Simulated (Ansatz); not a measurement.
Ansatz (an electronic-structure program) input (HF/3-21G): The .json file is the Basis Set Exchange's 3-21G.

Ansatz 0.2 input:
```yaml
crystal:
  periodic: [false, false, false]
  atoms:
    - {symbol: C, position_ang: [-1.71612472, -0.54957260, 0.25722139]}
    - {symbol: C, position_ang: [-0.52980424, 0.38252883, 0.45665723]}
    - {symbol: Si, position_ang: [1.08260820, 0.14298715, -0.29563247]}
    - {symbol: H, position_ang: [-2.43042772, -0.25882314, -0.52977419]}
    - {symbol: H, position_ang: [-2.31411387, -0.65523366, 1.17037131]}
    - {symbol: H, position_ang: [-1.38104831, -1.55607902, -0.00301165]}
    - {symbol: H, position_ang: [-0.76578074, 1.36047411, 0.85441706]}
    - {symbol: H, position_ang: [1.58326000, -1.30153250, -0.24266579]}
    - {symbol: H, position_ang: [2.17259062, 0.96479267, 0.38449406]}
    - {symbol: H, position_ang: [1.45457889, 0.44684415, -1.77824806]}
basis:
  gaussian:
    orbitals: 3-21G.json
hamiltonian:
  xc: {name: HF}
total_charge: -1
phonons: {temperatures: {t_min: 298.15, t_max: 298.15, t_step: 100}}
```

Output:

```
Functional definition: HF
integrals: 0.01 GiB planned
579 factors; integrals over basis functions are off by at most 5.2e-4 eV
mean field: 0.09 GiB planned
mean field evaluation 1: about -9976.2597 eV, gradient 1.7e1 eV
mean field evaluation 2: about -9976.4392 eV, gradient 1.7e1 eV
mean field evaluation 4: about -9977.4642 eV, gradient 2.3e0 eV
mean field evaluation 8: about -9977.4801 eV, gradient 1.3e-1 eV
mean field -9977.48016601 eV, -366.6656331219 hartree, gradient 3.6e-5 eV, S^2 0.000000; 0 other end points of the search recorded, 0 dependent functions left out
the calculation of the forces begins
reference -9977.48016601 eV, -366.6656331219 hartree; 17, 17 occupied and 28, 28 virtual orbitals, 579 factors
these checks for a lower state are left out or cut short: stability, starts, cluster_reference, orbital_swaps, neighbouring_geometries, increment
integrals: 0.01 GiB planned
579 factors; integrals over basis functions are off by at most 5.2e-4 eV
mean field: 0.09 GiB planned
mean field evaluation 16: about -9977.4800 eV, gradient 9.9e-4 eV
mean field -9977.48001517 eV, -366.6656275788 hartree, gradient 1.5e-6 eV, S^2 0.000000; 0 other end points of the search recorded, 0 dependent functions left out
the calculation of the forces begins
reference -9977.48001517 eV, -366.6656275788 hartree; 17, 17 occupied and 28, 28 virtual orbitals, 579 factors
these checks for a lower state are left out or cut short: stability, starts, cluster_reference, orbital_swaps, neighbouring_geometries, increment
integrals: 0.01 GiB planned
579 factors; integrals over basis functions are off by at most 5.2e-4 eV
mean field: 0.09 GiB planned
mean field -9977.48001200 eV, -366.6656274622 hartree, gradient 1.5e-6 eV, S^2 0.000000; 0 other end points of the search recorded, 0 dependent functions left out
the calculation of the forces begins
reference -9977.48001200 eV, -366.6656274622 hartree; 17, 17 occupied and 28, 28 virtual orbitals, 579 factors
these checks for a lower state are left out or cut short: stability, starts, cluster_reference, orbital_swaps, neighbouring_geometries, increment
integrals: 0.01 GiB planned
579 factors; integrals over basis functions are off by at most 5.2e-4 eV
mean field: 0.09 GiB planned
mean field evaluation 32: about -9977.2716 eV, gradient 1.1e-3 eV
mean field -9977.47999876 eV, -366.6656269758 hartree, gradient 1.5e-6 eV, S^2 0.000000; 0 other end points of the search recorded, 0 dependent functions left out
the calculation of the forces begins
reference -9977.47999876 eV, -366.6656269758 hartree; 17, 17 occupied and 28, 28 virtual orbitals, 579 factors
these checks for a lower state are left out or cut short: stability, starts, cluster_reference, orbital_swaps, neighbouring_geometries, increment
integrals: 0.01 GiB planned
579 factors; integrals over basis functions are off by at most 5.2e-4 eV
mean field: 0.09 GiB planned
mean field -9977.48000268 eV, -366.6656271196 hartree, gradient 1.5e-6 eV, S^2 0.000000; 0 other end points of the search recorded, 0 dependent functions left out
the calculation of the forces begins
reference -9977.48000268 eV, -366.6656271196 hartree; 17, 17 occupied and 28, 28 virtual orbitals, 579 factors
these checks for a lower state are left out or cut short: stability, starts, cluster_reference, orbital_swaps, neighbouring_geometries, increment
integrals: 0.01 GiB planned
579 factors; integrals over basis functions are off by at most 5.2e-4 eV
mean field: 0.09 GiB planned
mean field -9977.47999647 eV, -366.6656268916 hartree, gradient 1.5e-6 eV, S^2 0.000000; 0 other end points of the search recorded, 0 dependent functions left out
the calculation of the forces begins
reference -9977.47999647 eV, -366.6656268916 hartree; 17, 17 occupied and 28, 28 virtual orbitals, 579 factors
these checks for a lower state are left out or cut short: stability, starts, cluster_reference, orbital_swaps, neighbouring_geometries, increment
integrals: 0.01 GiB planned
579 factors; integrals over basis functions are off by at most 5.2e-4 eV
mean field: 0.09 GiB planned
mean field evaluation 64: about -9977.4800 eV, gradient 6.6e-5 eV
mean field -9977.48000418 eV, -366.6656271748 hartree, gradient 1.5e-6 eV, S^2 0.000000; 0 other end points of the search recorded, 0 dependent functions left out
the calculation of the forces begins
reference -9977.48000418 eV, -366.6656271748 hartree; 17, 17 occupied and 28, 28 virtual orbitals, 579 factors
these checks for a lower state are left out or cut short: stability, starts, cluster_reference, orbital_swaps, neighbouring_geometries, increment
integrals: 0.01 GiB planned
579 factors; integrals over basis functions are off by at most 5.2e-4 eV
mean field: 0.09 GiB planned
[...]
integrals: 0.01 GiB planned
579 factors; integrals over basis functions are off by at most 5.2e-4 eV
mean field: 0.09 GiB planned
mean field evaluation 448: about -9977.4801 eV, gradient 9.9e-4 eV
mean field -9977.48013841 eV, -366.6656321075 hartree, gradient 1.5e-6 eV, S^2 0.000000; 0 other end points of the search recorded, 0 dependent functions left out
the calculation of the forces begins
reference -9977.48013841 eV, -366.6656321075 hartree; 17, 17 occupied and 28, 28 virtual orbitals, 579 factors
these checks for a lower state are left out or cut short: stability, starts, cluster_reference, orbital_swaps, neighbouring_geometries, increment
integrals: 0.01 GiB planned
579 factors; integrals over basis functions are off by at most 5.2e-4 eV
mean field: 0.09 GiB planned
mean field -9977.48013814 eV, -366.6656320978 hartree, gradient 1.5e-6 eV, S^2 0.000000; 0 other end points of the search recorded, 0 dependent functions left out
the calculation of the forces begins
reference -9977.48013814 eV, -366.6656320978 hartree; 17, 17 occupied and 28, 28 virtual orbitals, 579 factors
these checks for a lower state are left out or cut short: stability, starts, cluster_reference, orbital_swaps, neighbouring_geometries, increment
integrals: 0.01 GiB planned
579 factors; integrals over basis functions are off by at most 5.2e-4 eV
mean field: 0.09 GiB planned
mean field -9977.48014793 eV, -366.6656324576 hartree, gradient 1.5e-6 eV, S^2 0.000000; 0 other end points of the search recorded, 0 dependent functions left out
the calculation of the forces begins
reference -9977.48014793 eV, -366.6656324576 hartree; 17, 17 occupied and 28, 28 virtual orbitals, 579 factors
these checks for a lower state are left out or cut short: stability, starts, cluster_reference, orbital_swaps, neighbouring_geometries, increment
integrals: 0.01 GiB planned
579 factors; integrals over basis functions are off by at most 5.2e-4 eV
mean field: 0.09 GiB planned
mean field evaluation 480: about -9977.4801 eV, gradient 1.5e-6 eV
mean field -9977.48014815 eV, -366.6656324657 hartree, gradient 1.5e-6 eV, S^2 0.000000; 0 other end points of the search recorded, 0 dependent functions left out
the calculation of the forces begins
reference -9977.48014815 eV, -366.6656324657 hartree; 17, 17 occupied and 28, 28 virtual orbitals, 579 factors
these checks for a lower state are left out or cut short: stability, starts, cluster_reference, orbital_swaps, neighbouring_geometries, increment
integrals: 0.01 GiB planned
579 factors; integrals over basis functions are off by at most 5.2e-4 eV
mean field: 0.09 GiB planned
mean field -9977.48014759 eV, -366.6656324451 hartree, gradient 1.5e-6 eV, S^2 0.000000; 0 other end points of the search recorded, 0 dependent functions left out
the calculation of the forces begins
reference -9977.48014759 eV, -366.6656324451 hartree; 17, 17 occupied and 28, 28 virtual orbitals, 579 factors
these checks for a lower state are left out or cut short: stability, starts, cluster_reference, orbital_swaps, neighbouring_geometries, increment
integrals: 0.01 GiB planned
579 factors; integrals over basis functions are off by at most 5.2e-4 eV
mean field: 0.09 GiB planned
mean field -9977.48014995 eV, -366.6656325316 hartree, gradient 1.5e-6 eV, S^2 0.000000; 0 other end points of the search recorded, 0 dependent functions left out
the calculation of the forces begins
reference -9977.48014995 eV, -366.6656325316 hartree; 17, 17 occupied and 28, 28 virtual orbitals, 579 factors
these checks for a lower state are left out or cut short: stability, starts, cluster_reference, orbital_swaps, neighbouring_geometries, increment
integrals: 0.01 GiB planned
579 factors; integrals over basis functions are off by at most 5.2e-4 eV
mean field: 0.09 GiB planned
mean field -9977.48015786 eV, -366.6656328226 hartree, gradient 1.5e-6 eV, S^2 0.000000; 0 other end points of the search recorded, 0 dependent functions left out
the calculation of the forces begins
reference -9977.48015786 eV, -366.6656328226 hartree; 17, 17 occupied and 28, 28 virtual orbitals, 579 factors
these checks for a lower state are left out or cut short: stability, starts, cluster_reference, orbital_swaps, neighbouring_geometries, increment
integrals: 0.01 GiB planned
579 factors; integrals over basis functions are off by at most 5.2e-4 eV
mean field: 0.09 GiB planned
mean field evaluation 512: about -9977.4802 eV, gradient 5.6e-3 eV
mean field -9977.48015394 eV, -366.6656326783 hartree, gradient 1.5e-6 eV, S^2 0.000000; 0 other end points of the search recorded, 0 dependent functions left out
the calculation of the forces begins
reference -9977.48015394 eV, -366.6656326783 hartree; 17, 17 occupied and 28, 28 virtual orbitals, 579 factors
these checks for a lower state are left out or cut short: stability, starts, cluster_reference, orbital_swaps, neighbouring_geometries, increment
integrals: 0.01 GiB planned
579 factors; integrals over basis functions are off by at most 5.2e-4 eV
mean field: 0.09 GiB planned
mean field -9977.48015689 eV, -366.6656327866 hartree, gradient 1.5e-6 eV, S^2 0.000000; 0 other end points of the search recorded, 0 dependent functions left out
the calculation of the forces begins
reference -9977.48015689 eV, -366.6656327866 hartree; 17, 17 occupied and 28, 28 virtual orbitals, 579 factors
these checks for a lower state are left out or cut short: stability, starts, cluster_reference, orbital_swaps, neighbouring_geometries, increment
integrals: 0.01 GiB planned
579 factors; integrals over basis functions are off by at most 5.2e-4 eV
mean field: 0.09 GiB planned
mean field -9977.48015554 eV, -366.6656327370 hartree, gradient 1.5e-6 eV, S^2 0.000000; 0 other end points of the search recorded, 0 dependent functions left out
the calculation of the forces begins
reference -9977.48015554 eV, -366.6656327370 hartree; 17, 17 occupied and 28, 28 virtual orbitals, 579 factors
these checks for a lower state are left out or cut short: stability, starts, cluster_reference, orbital_swaps, neighbouring_geometries, increment
integrals: 0.01 GiB planned
579 factors; integrals over basis functions are off by at most 5.2e-4 eV
mean field: 0.09 GiB planned
mean field -9977.48012655 eV, -366.6656316719 hartree, gradient 1.5e-6 eV, S^2 0.000000; 0 other end points of the search recorded, 0 dependent functions left out
the calculation of the forces begins
reference -9977.48012655 eV, -366.6656316719 hartree; 17, 17 occupied and 28, 28 virtual orbitals, 579 factors
these checks for a lower state are left out or cut short: stability, starts, cluster_reference, orbital_swaps, neighbouring_geometries, increment
integrals: 0.01 GiB planned
579 factors; integrals over basis functions are off by at most 5.2e-4 eV
mean field: 0.09 GiB planned
mean field evaluation 544: about -9977.2705 eV, gradient 6.0e-1 eV
mean field -9977.48013343 eV, -366.6656319247 hartree, gradient 1.5e-6 eV, S^2 0.000000; 0 other end points of the search recorded, 0 dependent functions left out
the calculation of the forces begins
reference -9977.48013343 eV, -366.6656319247 hartree; 17, 17 occupied and 28, 28 virtual orbitals, 579 factors
Total energy: -9977.48016601 eV, -366.6656331219 hartree
Atom 0 at    -1.716125    -0.549573     0.257221 Å, force     0.000623    -0.000940    -0.001475 eV/Å
Atom 1 at    -0.529804     0.382529     0.456657 Å, force    -0.001451    -0.000041     0.000858 eV/Å
Atom 2 at     1.082608     0.142987    -0.295632 Å, force     0.000191    -0.000046     0.001566 eV/Å
Atom 3 at    -2.430428    -0.258823    -0.529774 Å, force    -0.000046    -0.000068     0.000110 eV/Å
Atom 4 at    -2.314114    -0.655234     1.170371 Å, force    -0.000092     0.000018     0.000882 eV/Å
Atom 5 at    -1.381048    -1.556079    -0.003012 Å, force    -0.000532     0.000548     0.000069 eV/Å
Atom 6 at    -0.765781     1.360474     0.854417 Å, force     0.000195     0.000610     0.000008 eV/Å
Atom 7 at     1.583260    -1.301532    -0.242666 Å, force     0.000292    -0.000303    -0.000224 eV/Å
Atom 8 at     2.172591     0.964793     0.384494 Å, force     0.000032    -0.000048    -0.000471 eV/Å
Atom 9 at     1.454579     0.446844    -1.778248 Å, force     0.000787     0.000271    -0.001323 eV/Å
Dipole moment:    -0.282537    -0.126765    -0.035817 e Å
Vibrations: 149.69 174.10 281.29 438.79 698.29 711.01 802.61 935.17 1099.01 1117.03 1125.71 1144.05 1162.29 1421.26 1557.63 1658.25 1700.03 1832.53 2031.93 2076.96 2971.12 3053.80 3126.79 3237.07 cm⁻¹, zero-point energy 2.139126 eV
```

The blocks after the first are displaced geometries, from whose forces the wavenumbers follow.

The dipole moment of an ion depends on the origin.
